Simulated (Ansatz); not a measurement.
```yaml
crystal:
  periodic: [false, false, false]
  atoms:
    - {symbol: C, position_ang: [-3.432860, 0.417596, -1.202566]}
    - {symbol: Si, position_ang: [0.194025, 0.915940, -0.311292]}
    - {symbol: C, position_ang: [2.261421, -2.138463, -1.088050]}
    - {symbol: P, position_ang: [0.496798, 2.341782, 4.011956]}
    - {symbol: Cl, position_ang: [1.692851, 4.074684, -2.636129]}
    - {symbol: H, position_ang: [-3.636088, -0.125233, -3.337065]}
    - {symbol: H, position_ang: [-4.594018, 2.261799, -0.839182]}
    - {symbol: H, position_ang: [-4.311043, -1.210118, 0.013795]}
    - {symbol: H, position_ang: [2.091615, -2.660430, -3.231471]}
    - {symbol: H, position_ang: [4.392461, -1.786969, -0.623669]}
    - {symbol: H, position_ang: [1.562698, -3.862183, 0.110782]}
    - {symbol: H, position_ang: [-0.026075, -0.291277, 5.059551]}
    - {symbol: H, position_ang: [3.349706, 1.992640, 4.103292]}
basis:
  gaussian: {orbitals: 6-31G}
total_charge: 1
magnetization: {spin_polarized: true, initial_magnetization: 1}
hamiltonian: {xc: {name: CAM-B3LYP}, pseudopotentials: {relativity: scalar}}
```

```sh
$ ansatz run in.yaml --threads 4 --pin off --events-out ev --progress --plain --max-ram 10444MiB
```

It prints (some lines left out):

```
Functional definition: CAM-B3LYP
936 factors; integrals over basis functions are off by at most 2.3e-4 eV
394 factors; integrals over basis functions are off by at most 3.0e-5 eV
mean field evaluation 1: about -31892.0120 eV, gradient 2.9e1 eV
mean field evaluation 2: about -31558.0037 eV, gradient 9.7e1 eV
mean field evaluation 4: about -31875.8381 eV, gradient 5.2e1 eV
mean field evaluation 8: about -31892.9788 eV, gradient 2.9e1 eV
mean field evaluation 16: about -31911.6560 eV, gradient 2.1e-1 eV
mean field evaluation 32: about -31911.6583 eV, gradient 1.5e-5 eV
mean field -31911.86242198 eV, -1172.7393133704 hartree, gradient 2.3e-6 eV, S^2 7.148828; 12 other end points of the search recorded, 0 dependent functions left out
reference -31911.86272632 eV, -1172.7393245547 hartree; 33, 32 occupied and 40, 41 virtual orbitals, 936 factors
Total energy: -31911.86272632 eV, -1172.7393245547 hartree
Relativity: scalar
```

In this input the geometry is stretched to more than twice its size. The calculation finished and met its thresholds. The result belongs to that input, not to the molecule as meant.
